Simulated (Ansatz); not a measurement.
n-GeGeGeGeSiGeH14 (SiGe5H14). The state is a singlet with charge 0. Geometry r2SCAN-D4/def2-SVP.

Cartesian coordinates in Å:
```
Ge 2.561 0.879 -0.662
Ge 0.480 2.092 -0.908
Ge -1.159 0.700 -2.024
Ge -2.276 -0.768 -0.452
Si -0.741 -2.086 0.811
Ge 0.233 -0.832 2.585
H 2.288 -0.598 -0.331
H 3.337 0.936 -1.989
H 3.439 1.474 0.450
H 0.736 3.372 -1.728
H -0.069 2.523 0.464
H -0.447 -0.157 -3.089
H -2.206 1.567 -2.748
H -3.110 0.097 0.513
H -3.254 -1.686 -1.212
H -1.468 -3.246 1.419
H 0.321 -2.630 -0.091
H 0.918 0.446 2.075
H 1.280 -1.668 3.340
H -0.865 -0.414 3.577
```

The 6-31G sets use Cartesian d functions. B3LYP takes the VWN-RPA correlation.

Estimate the orbital energies around the gap (eV) in Ansatz with BLYP-D4/def2-TZVP, r2SCAN-D4/def2-TZVP, r2SCANh-D4/def2-TZVP, B3LYP-D4/6-31G, PBE0-D4/def2-SVP.


| orbital | BLYP-D4/def2-TZVP | r2SCAN-D4/def2-TZVP | r2SCANh-D4/def2-TZVP | B3LYP-D4/6-31G | PBE0-D4/def2-SVP |
| --- | --- | --- | --- | --- | --- |
| HOMO−9 | -8.49 | -8.98 | -9.45 | -9.68 | -9.90 |
| HOMO−8 | -8.33 | -8.81 | -9.28 | -9.52 | -9.73 |
| HOMO−7 | -8.19 | -8.66 | -9.12 | -9.34 | -9.57 |
| HOMO−6 | -8.09 | -8.55 | -9.01 | -9.24 | -9.46 |
| HOMO−5 | -8.00 | -8.45 | -8.91 | -9.13 | -9.35 |
| HOMO−4 | -7.49 | -7.92 | -8.35 | -8.54 | -8.78 |
| HOMO−3 | -7.30 | -7.74 | -8.15 | -8.34 | -8.57 |
| HOMO−2 | -7.05 | -7.48 | -7.87 | -8.03 | -8.28 |
| HOMO−1 | -6.65 | -7.07 | -7.44 | -7.60 | -7.85 |
| HOMO | -6.47 | -6.90 | -7.26 | -7.36 | -7.64 |
| LUMO | -1.12 | -0.99 | -0.72 | -0.43 | -0.27 |
| LUMO+1 | -1.00 | -0.96 | -0.70 | -0.20 | -0.21 |
| LUMO+2 | -0.80 | -0.66 | -0.39 | -0.04 | 0.06 |
| LUMO+3 | -0.70 | -0.52 | -0.25 | 0.15 | 0.22 |
| LUMO+4 | -0.63 | -0.48 | -0.21 | 0.40 | 0.40 |
| LUMO+5 | -0.34 | -0.27 | 0.01 | 0.55 | 0.46 |
